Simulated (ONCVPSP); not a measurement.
## selenium (Se): one change to an ONCV potential, before and after

| Quantity | Value |
| --- | --- |
| Element | Se |
| Generator | ONCVPSP 4.0.1 |
| Type | optimised norm-conserving Vanderbilt (ONCV) |
| Functional | PBEsol |
| Relativity | non-relativistic |
| Frozen core | [Ar] |
| Valence charge | 16 |
| Reference configuration | 3d10 4s2 4p4 |
| Partial waves | 4s: rc 1.50 bohr, ncon 4, nbas 7, qcut 4.1 1/bohr, 2 projectors, debl 3.4 Ha; 4p: rc 1.90 bohr, ncon 5, nbas 8, qcut 4.2 1/bohr, 1 projector; 3d: rc 1.20 bohr, ncon 4, nbas 9, qcut 15 1/bohr, 3 projectors, debl 1.6 Ha |
| Local potential | polynomial inside 1.10 bohr (lpopt 3, dvloc0 6 Ha) |
| Core correction | none |

In the d channel the program set the typed energies aside and used -2.001, 0.250, 1.850 Ha.

Change: all radii scaled by about 1.19 (s 1.78, p 2.26, d 1.42 bohr); local potential polynomial inside 1.30 bohr (lpopt 3, dvloc0 6 Ha).

Cutoffs: the cutoffs (Ha) at which the residual kinetic energy of the hardest occupied pseudo-wave falls to 1 and 0.1 mHa per electron; they do not see the model core or the augmentation charge, which bear on the density cutoff. Errors are all-electron minus pseudo energies relative to the spin-unpolarised reference configuration.

Problem. Predict the effect on cutoff, ghosts and configuration errors.

Solution. The potential gets softer (85 Ha and 94 Ha → 73 Ha and 82 Ha); of the 4 tests that both files solve, the error grows in 0 and shrinks in 3 by more than 15 % and 0.3 meV (median size 8.3 → 4.3 meV); neither file shows a bound ghost. A larger radius leaves more room for a smooth pseudo-wave, so fewer plane waves are needed. That the errors move this way runs against the usual rule that smaller radii transfer better.

```csv
quantity,base,changed
"cutoff, loose",85 Ha,73 Ha
"cutoff, tight",94 Ha,82 Ha
loose cutoff by channel,"s 19 Ha, p 10 Ha, d 85 Ha","s 16 Ha, p 6.7 Ha, d 73 Ha"
bound ghosts,none,none
GHOST(+) flags under 300 eV,s at 175.6 eV,s at 230.5 eV
"error for 3d10 4s2 4p3, meV [ΔE 10.88 eV]",+1.9,+1.3
"error for 3d10 4s2 4p2, meV [ΔE 31.25 eV]",+8.1,+3.2
"error for 3d10 4s2 4p1, meV [ΔE 62.11 eV]",+15,-5.4
"error for 3d10 4s1 4p4, meV [ΔE 21.76 eV]",+8.5,+9.2
```
